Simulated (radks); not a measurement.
Spherical quantum dot in the effective-mass picture: electrons in a well V = -V0 / (1 + exp((r - R)/a)) with V0 = 15.4, R = 2.53, a = 0.14, all in effective atomic units (hartree* = m*/eps^2 hartree, bohr* = eps/m* bohr), one dielectric constant everywhere. Method: non-relativistic Kohn-Sham, PBE, spin-polarised, spherical densities; computed with a radial shooting solver with Libxc functionals. Levels are named by radial order and angular momentum (1s, 1p, 1d, 2s, ...), and open shells are averaged over m. Results are scaled to m* = 0.129 and eps = 8.3, for which hartree* = 50.95 meV and bohr* = 3.405 nm.

N = 14, configuration 1s2 1p6 1d(up 5, down 1). This is the lowest configuration that the search found. Occupied and some empty levels:

| level | occupation | eigenvalue (meV) | <r> (nm) |
|---|---|---|---|
| 1s up | 1 | -379.08 | 5.322 |
| 1s down | 1 | -374.67 | 5.270 |
| 1p up | 3 | -352.94 | 5.776 |
| 1p down | 3 | -347.89 | 5.754 |
| 1d up | 5 | -312.91 | 6.115 |
| 1d down | 1 | -307.51 | 6.105 |
| 1f up | 0 | -261.35 | 6.388 |
| 2s up | 0 | -260.47 | 4.291 |
| 2s down | 0 | -258.42 | 4.300 |
| 1f down | 0 | -255.77 | 6.385 |
| 2p up | 0 | -194.47 | 4.952 |
| 2p down | 0 | -191.56 | 4.949 |

Energy (meV): total -7252.44, kinetic 1098.1, external -10598, Hartree 2643.3, exchange-correlation -396.13.

Electron density:

| r (nm) | n(r) (e/nm^3) |
|---|---|
| 0.843 | 0.001543 |
| 1.75 | 0.002363 |
| 2.65 | 0.003940 |
| 3.56 | 0.006237 |
| 4.46 | 0.008654 |
| 5.37 | 0.009845 |
| 6.28 | 0.008387 |
| 7.18 | 0.004561 |
| 8.08 | 0.001244 |
| 8.99 | 0.0001528 |
| 9.89 | 0.00001177 |
| 10.8 | 8.305e-07 |
| 11.7 | 6.116e-08 |
